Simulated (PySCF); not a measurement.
# Excitation energies in several basis sets

Trichlorosilane, Cl3HSi.
Geometry (PBE0-D3(BJ)/def2-SVP, Å), atoms numbered from 1 in this order:
```xyz
5
Cl3HSi angstrom
Cl    -0.949    1.671   -0.587
Si     0.006    0.003    0.112
Cl    -1.000   -1.663   -0.517
Cl     1.909   -0.037   -0.631
H      0.051    0.031    1.587
```

TDDFT with PBE0 (PySCF), vertical singlets, core orbitals frozen in the response, spherical d and f functions. Geometry: PBE0-D3(BJ)/def2-SVP; no solvent, vibrations or thermal averaging.

```csv
basis,functions,diffuse,S1 (eV),S2 (eV),S3 (eV),S4 (eV),S5 (eV),LUMO (eV),α (au)
6-31G*,74,no,7.66,8.03,8.04,8.04,8.28,-0.29,47.3
def2-SVP,77,no,7.90,8.26,8.27,8.27,8.48,0.18,45.5
6-31+G*,90,yes,7.41,7.79,7.80,7.80,8.06,-0.67,53.8
def2-SVPD,113,yes,7.51,7.85,7.89,7.89,8.13,-0.53,65.2
aug-cc-pVDZ,117,yes,7.42,7.75,7.79,7.79,8.05,-0.59,64.9
def2-TZVP,154,no,7.64,7.99,8.00,8.00,8.21,-0.22,57.4
def2-TZVPD,190,yes,7.48,7.82,7.83,7.84,8.03,-0.51,66.1
aug-cc-pVTZ,223,yes,7.49,7.83,7.85,7.85,8.05,-0.51,65.9
```

**Question.** Compare the sets with the largest diffuse one.

**Answer.** States are compared by their number. Against the largest diffuse basis here (aug-cc-pVTZ, itself not a converged limit), sets without diffuse functions differ by up to 0.41 eV in S1 and 0.43 eV in S5; the smaller diffuse sets differ by up to 0.08 and 0.08 eV. State by state, the largest deviation of a set without diffuse functions is S1 0.41, S2 0.44, S3 0.42, S4 0.42, S5 0.43 eV. The same number needn't mean the same state in each row. Against aug-cc-pVTZ the polarisability deviates by -28% in 6-31G*, -31% in def2-SVP, -18% in 6-31+G*, -1% in def2-SVPD, -2% in aug-cc-pVDZ, -13% in def2-TZVP, 0% in def2-TZVPD. A single + in a Pople set puts diffuse functions on heavy atoms only.
